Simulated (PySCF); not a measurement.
# Excitation energy of Au⁺ by level of theory

Au⁺ [Xe] 4f14 5d10 (1S) → Au⁺ [Xe] 4f14 5d9 6s1 (3D), as a difference of total energies. Computed with PySCF 2.14 in aug-cc-pVTZ-PP with ECP60MDF (6s6p5d3f2g, 88 functions), with a scalar-relativistic core potential. Correlated levels: valence: 5s2 5p6 frozen. The calculations carry no spin-orbit coupling.

```tsv
method	excitation energy (eV)
UHF	2.074
MP2 (valence)	2.634
SCS-MP2 (valence)	2.715
CCSD (valence)	2.485
CCSD(T) (valence)	2.527
```

Question: How much does correlation contribute at CCSD(T) (valence)?

Answer: 2.527 − (2.074) = 0.453 eV, measured against UHF.
